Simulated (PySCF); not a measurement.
A calculated (r2SCAN, PySCF 2.14, x2c-TZVPPall with one added diffuse shell each of s, p, d, f type, scalar relativity by spin-free X2C-1e) atom or ion has these occupied shells.

```
shell  electrons  orbital energy (eV)  rms radius, mean of both spins (bohr)
 1s α          1              -8242.4                                 0.0624
 1s β          1              -8242.3                                 0.0624
 2s α          1              -1002.2                                  0.265
 2s β          1              -1000.8                                  0.265
 2p α          3              -862.04                                  0.238
 2p β          3              -860.90                                  0.238
 3s α          1              -126.55                                  0.796
 3s β          1              -122.91                                  0.796
 3p α          3              -85.434                                  0.847
 3p β          3              -81.967                                  0.847
 3d α          5              -20.603                                   1.12
 3d β          3              -18.900                                   1.12
 4p α          1               -9.203                                   3.38
```

Problem. Name the element and its charge.

Solution. Ni⁺ (nickel, charge +1), in [Ar] 3d8 4p1, one real determinant (an excited configuration).
